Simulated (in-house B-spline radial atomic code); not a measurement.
Results of a calculation; reference values are marked as such.
**Sr in an electron gas of r_s = 2.67: phase shifts, screening, friction and resistivity**

A nucleus sits in a uniform electron gas with a rigid positive background. The Kohn-Sham equations are solved self-consistently in the spin-unpolarised LDA (PW92), non-relativistic, on B-splines with outgoing waves at the boundary and partial waves to l = 8. The model has no lattice, no bands and no magnetic solution. Atomic units; δ_l are the phase shifts at the Fermi level, counted so that each bound state adds π, and good to about 0.0005.

The density parameter is r_s = 2.67 bohr, near that of the valence electrons of Cu (1 per atom, density 8.96 g/cm³, mass 63.55 u, which gives r_s = 2.67).

| l | δ_l (rad) |
| --- | --- |
| 0 | 11.8363 |
| 1 | 9.1365 |
| 2 | 4.0818 |
| 3 | 0.0068 |
| 4 | -0.0014 |
| 5 | -0.0002 |
| 6 | -0.0003 |
| 7 | -0.0001 |
| 8 | -0.0002 |

Bound levels below the band bottom (hartree): s -11.34, p -8.87, d -4.381, s -1.046, p -0.4473 and deeper ones.

(1) Check the Friedel sum rule, and say where the screening charge sits.

(2) Find the transport cross section and the electronic stopping of a 5 keV Sr ion (mass 87.62 u).

(3) What residual resistivity would 1 atomic per cent of such centres give in Cu?

(4) On a substitutional site the background of one host ion, a sphere holding 1 charge, is taken out. The phase shifts for l = 0 to 4 become 11.7569, 9.1019, 3.7972, 0.0117, -0.0011. What follows?

Answers

(1) k_F = (9π/4)^(1/3)/r_s = 0.71879. The rule is Z = (2/π) Σ (2l + 1) δ_l. The terms are s 7.535, p 17.449, d 12.993, f 0.030 and -0.015 beyond, in all 37.993 against Z = 38. Bound states hold 8 s, 18 p, 10 d electrons, so the scattering states carry 1.99 in all; where a term is smaller than its bound count, the bound level has drawn weight out of the band.

(2) σ_tr = (4π/k_F²) Σ (l + 1) sin²(δ_l − δ_(l+1)). The terms for l = 0 to 3 are 0.1828, 1.7747, 1.9376, 0.0003, all together 3.8953, so σ_tr = 24.323 × 3.8953 = 94.744 bohr². With n = 3/(4π r_s³) = 0.01254, the friction coefficient is Q = n k_F σ_tr = 0.8541. For v well below v_F = 0.719, dE/dx = Q v; with 24801 eV per u at v = 1, v = √(5000/(24801 × 87.62)) = 0.0480, so dE/dx = 0.04097 hartree/bohr = 21.1 eV/nm. The largest term couples the d and f waves.

(3) Δρ = k_F n_i σ_tr/n in atomic units of 21.74 μΩ·cm. With one host atom per 1 electron, n_i/n = 0.01/1, so Δρ = 0.7188 × 0.01000 × 94.744 × 21.74 = 14.81 μΩ·cm. This is an atom added to the gas, as on an interstitial site.

(4) The Friedel sum is now 37.00, for Z − 1 = 37. The sum in σ_tr is 2.6771, so σ_tr = 65.12 bohr² and Δρ = 10.18 μΩ·cm per atomic per cent, 0.69 times the value above. A real host ion scatters too, so this model doesn't give zero even for the host's own atom.
